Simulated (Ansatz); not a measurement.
Total energies of BCl3H4OSi, SMILES `[SiH3][OH+][B-](Cl)(Cl)Cl`.

```xyz
10

Si    0.6593    1.1963   -0.6004
O    -0.3282   -0.2251   -0.5241
B    -0.6121   -1.0250    0.8203
Cl    0.7229   -2.2514    0.9634
Cl   -2.2504   -1.7582    0.6138
Cl   -0.5177    0.2982    2.0766
H     0.9681    1.2244   -2.0501
H     1.8731    0.9929    0.2055
H    -0.1608    2.3524   -0.2090
H    -0.3544   -0.8045   -1.2960
```

Charge 0, multiplicity 1. The geometry is a stationary point of PBE0-D4/def2-TZVP. It is one conformer, not always the lowest. Basis def2-TZVPP, Ansatz.

RPA on PBE orbitals: Hartree–Fock energy of these orbitals -1769.48547 Eh, correlation -1.73166 Eh (frozen core).

```csv
functional,energy without D4 (Eh),D4 term (kJ/mol)
LC-ωPBE,-1772.29963,–
PBE-QIDH,-1771.79537,–
```

Give the same for LDA (SPW92), PBE, revPBE, BLYP, r2SCAN, B97M-V, PBE0, B3LYP, r2SCANh, r2SCAN0, HSE06 (plane-wave form), BHLYP, CAM-B3LYP, ωB97X-V, ωB97M-V, B2PLYP. (Best estimate.)

The calculation gave: 
```json
{"functional": "LDA (SPW92)", "energy without D4 (Eh)": "-1766.37686", "D4 term (kJ/mol)": "–"}
{"functional": "PBE", "energy without D4 (Eh)": "-1771.98368", "D4 term (kJ/mol)": "-35.1"}
{"functional": "revPBE", "energy without D4 (Eh)": "-1772.46716", "D4 term (kJ/mol)": "-97.6"}
{"functional": "BLYP", "energy without D4 (Eh)": "-1772.77366", "D4 term (kJ/mol)": "-76.6"}
{"functional": "r2SCAN", "energy without D4 (Eh)": "-1772.65947", "D4 term (kJ/mol)": "-8.4"}
{"functional": "B97M-V", "energy without D4 (Eh)": "-1772.38711", "D4 term (kJ/mol)": "–"}
{"functional": "PBE0", "energy without D4 (Eh)": "-1772.13483", "D4 term (kJ/mol)": "-30.0"}
{"functional": "B3LYP", "energy without D4 (Eh)": "-1772.89372", "D4 term (kJ/mol)": "-57.4"}
{"functional": "r2SCANh", "energy without D4 (Eh)": "-1772.64950", "D4 term (kJ/mol)": "-9.1"}
{"functional": "r2SCAN0", "energy without D4 (Eh)": "-1772.63588", "D4 term (kJ/mol)": "-10.1"}
{"functional": "HSE06 (plane-wave form)", "energy without D4 (Eh)": "-1772.09977", "D4 term (kJ/mol)": "-28.2"}
{"functional": "BHLYP", "energy without D4 (Eh)": "-1772.77833", "D4 term (kJ/mol)": "-46.1"}
{"functional": "CAM-B3LYP", "energy without D4 (Eh)": "-1772.83491", "D4 term (kJ/mol)": "-30.9"}
{"functional": "ωB97X-V", "energy without D4 (Eh)": "-1772.55164", "D4 term (kJ/mol)": "–"}
{"functional": "ωB97M-V", "energy without D4 (Eh)": "-1772.70812", "D4 term (kJ/mol)": "–"}
{"functional": "B2PLYP", "energy without D4 (Eh)": "-1772.24392", "D4 term (kJ/mol)": "–"}
```

B3LYP takes the VWN-RPA correlation (the form of Gaussian; ORCA's B3LYP/G). HSE06 is the plane-wave form, built on full-range PBE exchange. The double hybrids freeze the cores in their second-order part.

LC-ωPBE has ω = 0.4 bohr⁻¹.
